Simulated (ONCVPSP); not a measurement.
PBEsol ONCV dataset for Se (Z = 34), scalar-relativistic all-electron reference.

ONCVPSP 4.0.1 was run on this input:

```
# ATOM AND REFERENCE CONFIGURATION
# atsym  z   nc   nv     iexc    psfile
  Se 34.00    6    2  -116133      upf
#
#   n    l    f
    1    0    2.00
    2    0    2.00
    2    1    6.00
    3    0    2.00
    3    1    6.00
    3    2   10.00
    4    0    2.00
    4    1    3.00
#
# PSEUDOPOTENTIAL AND OPTIMIZATION
# lmax
    2
#
#   l,   rc,      ep,       ncon, nbas, qcut
    0    1.45    0.00    5    9    4.90
    1    1.45    0.00    4    7    6.40
    2    1.35    0.13    5    8    7.70
#
# LOCAL POTENTIAL
# lloc, lpopt,  rc(5),   dvloc0
    4    5    0.95    0.00
#
# VANDERBILT-KLEINMAN-BYLANDER PROJECTORs
# l, nproj, debl
    0    2    3.70
    1    2    0.30
    2    1    2.40
#
# MODEL CORE CHARGE
# icmod, fcfact, rcfact
    1    0.65    0.00
#
# LOG DERIVATIVE ANALYSIS
# epsh1, epsh2, depsh
   -2.00    5.00    0.02
#
# OUTPUT GRID
# rlmax, drl
    6.00    0.01
#
# TEST CONFIGURATIONS
# ncnf
    4
# nvcnf
#   n    l    f
    2
    4    0    2.00
    4    1    4.00
#
    2
    4    0    2.00
    4    1    2.00
#
    2
    4    0    2.00
    4    1    1.00
#
    2
    4    0    0.00
    4    1    6.00
#
```

Command:

```bash
oncvpsp.x < Se.dat > Se.out
```

Output (shortened: citation, most of the input echo, consistency checks and plot data are left out):

```
ONCVPSP  (Optimized Norm-Conservinng Vanderbilt PSeudopotential)
scalar-relativistic version 4.0.1

#   n    l    f        energy (Ha)
    1    0    2.00    -4.5958639E+02
    2    0    2.00    -5.9405868E+01
    2    1    6.00    -5.2312716E+01
    3    0    2.00    -8.2171844E+00
    3    1    6.00    -5.9998370E+00
    3    2   10.00    -2.3376189E+00
    4    0    2.00    -9.8769296E-01
    4    1    3.00    -5.6660317E-01

Reference configufation results
  iterations    26
  all-electron total energy (Ha)   -2.42790346D+03

Begin loop to  construct optimized pseudo wave functions
and semi-local pseudopoentials for all angular momenta

   Wellstate for l =  0  n =  6
     eigenvalue =   2.7123
     asymptotic potential =   3.2123
     half-point radius =  2.8898

Calculating optimized projector #   1

 for l=   0

    Fraction of norm inside rc  0.346408
    Optimizing pswf for qcut=   4.89 a_B^-1,  ecut=  11.95 Ha
    Residual kinetic energy error=  7.12D-04 Ha

    Energy error per electron        Cutoff
         Ha          eV             Ha
         0.01000     0.27211        8.32
         0.00100     0.02721       11.53
         0.00010     0.00272       57.42
         0.00001     0.00027      105.77

Calculating optimized projector #   2

 for l=   0

    Fraction of norm inside rc  0.074106
    Optimizing pswf for qcut=   4.89 a_B^-1,  ecut=  11.95 Ha
    Residual kinetic energy error=  7.88D-03 Ha

    Energy error per electron        Cutoff
         Ha          eV             Ha
         0.01000     0.27211       11.41
         0.00100     0.02721      109.73
         0.00010     0.00272      137.45
         0.00001     0.00027      151.61

WARNING wellstate: negative energy specified for n= 5 l=  1
WARNING scattering state with energy  0.25000000
WARNING will be used for the first projector

   Wellstate for l =  1  n =  5
     eigenvalue =   0.2500
     asymptotic potential =   0.7500
     half-point radius =  4.4742

Calculating optimized projector #   1

 for l=   1

    Fraction of norm inside rc  0.200402
    Optimizing pswf for qcut=   6.41 a_B^-1,  ecut=  20.56 Ha
    Residual kinetic energy error=  1.69D-04 Ha

    Energy error per electron        Cutoff
         Ha          eV             Ha
         0.01000     0.27211        3.48
         0.00100     0.02721       10.61
         0.00010     0.00272       36.99
         0.00001     0.00027       70.21

Calculating optimized projector #   2

 for l=   1

    Fraction of norm inside rc  0.090766
    Optimizing pswf for qcut=   6.41 a_B^-1,  ecut=  20.56 Ha
    Residual kinetic energy error=  9.34D-04 Ha

    Energy error per electron        Cutoff
         Ha          eV             Ha
         0.01000     0.27211        9.58
         0.00100     0.02721       20.19
         0.00010     0.00272       77.45
         0.00001     0.00027       97.76

   Wellstate for l =  2  n =  4
     eigenvalue =   0.1300
     asymptotic potential =   0.6300
     half-point radius =  3.1371

Calculating optimized projector #   1

 for l=   2

    Fraction of norm inside rc  0.065651
    Optimizing pswf for qcut=   7.69 a_B^-1,  ecut=  29.59 Ha
    Residual kinetic energy error=  3.60D-02 Ha

    Energy error per electron        Cutoff
         Ha          eV             Ha
         0.01000     0.27211       64.85
         0.00100     0.02721      115.80
         0.00010     0.00272      130.66
         0.00001     0.00027      162.01

Construct Vanderbilt / Kleinmman-Bylander projectors

B matrix Hermiticity error, ll=   0
   1   2   -2.8270E-04

  Orthonormal projector coefficients  1.6259E+01  3.0475E+00

B matrix Hermiticity error, ll=   1
   1   2    3.9815E-05

  Orthonormal projector coefficients -1.3901E+01  4.2334E+00

Model core correction analysis
  based on d2Exc/dn_idn_j

d2excae - all-electron derivatives

   -1.174131D-02   -6.410877D-03
   -7.029526D-03   -3.917737D-03

d2excps - pseudofunction derivatives with no core correction

   -2.025861D-02   -1.158528D-02
   -1.172567D-02   -6.733873D-03

rms 2nd derivative error    5.685580E-03

Polynomial model core charge

d2excps - pseudofunction derivatives with core correction

   -1.189641D-02   -6.574095D-03
   -7.192782D-03   -4.010230D-03

rms 2nd derivative error    1.465461E-04

Pseudoatom total energy   -9.015732

Diagnostic tests using Vanderbilt-Kleinman-Bylander pseudopotentials
  1 or more projectors used as specified by nproj input data

   l    rcore       rmatch      e in        delta e   norm test  slope test

   0   1.4568271   1.5010595  -0.9876930  -0.0000058   1.0000144   1.0003897
   0   1.4568271   1.5010595   2.7123070   0.0000053   1.0002193   1.0002193

   1   1.4568271   1.5010595  -0.5666032   0.0000043   1.0000479   1.0000346
   1   1.4568271   1.5010595   0.2500000   0.0000165   1.0001561   1.0001561

   2   1.3559143   1.3970828   0.1300000   0.0000362   1.0000093   1.0000093

 Testing for bound ghosts
   n   l    E NL Schr. Eq   E Basis Diag.   E Cutoff

   1   0       -0.987699       -0.982538    163.42

       1                       -4.320677    103.63  WARNING - GHOST(-)
   2   1       -0.566599       -0.543861    103.63

 Testing for highly-localized positive-energy ghosts
       l    <radius>/rc     E Basis Diag.   E Cutoff

       0        0.281156        0.476472    163.42  WARNING - GHOST(+)

       2        0.871611       23.805794    138.22  WARNING - GHOST(+)

       2        0.826532       57.184945    138.22  WARNING - GHOST(+)

       2        0.960211      118.340690    138.22  WARNING - GHOST(+)

Test configuration 0

   n   l     f        eae           eps        diff
   1   0  2.0000 -459.58638649
   2   0  2.0000  -59.40586824
   2   1  6.0000  -52.31271640
   3   0  2.0000   -8.21718438
   3   1  6.0000   -5.99983704
   3   2 10.0000   -2.33761893
   4   0  2.0000   -0.98769296   -0.98769880   -5.84D-06
   4   1  3.0000   -0.56660317   -0.56659890    4.27D-06

    Total energies and differences
      AE_ref= -2.42790346D+03  AE_tst= -2.42790346D+03  dif=  0.00D+00
      PS_ref= -9.01573229D+00  PS_tst= -9.01573229D+00  dif=  1.07D-14
      PSP excitation error= -1.07D-14

Test configuration 1

   n   l     f        eae           eps        diff
   1   0  2.0000 -459.19527451
   2   0  2.0000  -59.01789627
   2   1  6.0000  -51.92432822
   3   0  2.0000   -7.83092369
   3   1  6.0000   -5.61365113
   3   2 10.0000   -1.95211331
   4   0  2.0000   -0.63547018   -0.63520642    2.64D-04
   4   1  4.0000   -0.23925070   -0.23915904    9.17D-05

    Total energies and differences
      AE_ref= -2.42790346D+03  AE_tst= -2.42830219D+03  dif= -3.99D-01
      PS_ref= -9.01573229D+00  PS_tst= -9.41444722D+00  dif= -3.99D-01
      PSP excitation error= -9.08D-06

Test configuration 2

   n   l     f        eae           eps        diff
   1   0  2.0000 -460.04667676
   2   0  2.0000  -59.85982785
   2   1  6.0000  -52.76748483
   3   0  2.0000   -8.66754969
   3   1  6.0000   -6.45001095
   3   2 10.0000   -2.78640926
   4   0  2.0000   -1.38431836   -1.38523124   -9.13D-04
   4   1  2.0000   -0.93678169   -0.93730507   -5.23D-04

    Total energies and differences
      AE_ref= -2.42790346D+03  AE_tst= -2.42715497D+03  dif=  7.48D-01
      PS_ref= -9.01573229D+00  PS_tst= -8.26691194D+00  dif=  7.49D-01
      PSP excitation error= -3.28D-04

Test configuration 3

   n   l     f        eae           eps        diff
   1   0  2.0000 -460.56606640
   2   0  2.0000  -60.36920882
   2   1  6.0000  -53.27812439
   3   0  2.0000   -9.17108021
   3   1  6.0000   -6.95320328
   3   2 10.0000   -3.28741798
   4   0  2.0000   -1.81430489   -1.81712610   -2.82D-03
   4   1  1.0000   -1.33956753   -1.34138959   -1.82D-03

    Total energies and differences
      AE_ref= -2.42790346D+03  AE_tst= -2.42601934D+03  dif=  1.88D+00
      PS_ref= -9.01573229D+00  PS_tst= -7.13001527D+00  dif=  1.89D+00
      PSP excitation error= -1.60D-03

Test configuration 4

   n   l     f        eae           eps        diff
   1   0  2.0000 -459.31384808
   2   0  2.0000  -59.13344117
   2   1  6.0000  -52.03939866
   3   0  2.0000   -7.94838697
   3   1  6.0000   -5.73047718
   3   2 10.0000   -2.06629483
   4   1  6.0000   -0.28305634   -0.28324003   -1.84D-04

    Total energies and differences
      AE_ref= -2.42790346D+03  AE_tst= -2.42749444D+03  dif=  4.09D-01
      PS_ref= -9.01573229D+00  PS_tst= -8.60607859D+00  dif=  4.10D-01
      PSP excitation error= -6.28D-04
```

Note: ghosts flagged at negative energy: p at -117.6 eV; GHOST(+) flagged for s at 13.0 eV. A true bound ghost makes a file unfit for plane-wave use.

The run took about 4.4 s on one core of a shared server CPU.
